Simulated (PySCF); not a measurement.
Computed IR spectrum (relative IR intensity) of a molecule C4H5F. The structure is a stationary point at PBE0-D3(BJ)/def2-SVP. The values are those of a single conformer. Calculation: PBE0-D3(BJ)/def2-SVP run with PySCF. No scaling factor is applied to the harmonic values.

Lines under 2 % of the strongest are left out, and lines within 2 cm⁻¹ are merged.

```csv
ν (cm⁻¹),relative intensity
251,3.7
620,16
786,16
923,32
992,6.6
1045,2.3
1257,100
1318,72
1397,27
1438,7.7
1444,9.0
1502,42
2123,18
3056,12
3129,6.6
3139,4.6
3192,3.2
```

Question: Which molecule gave these data?
(A) C=C=C(C)F
(B) CC=C=CF
(C) C=C/C=C/F
(D) C=CC(=C)F

Answer: A, C=C=C(C)F
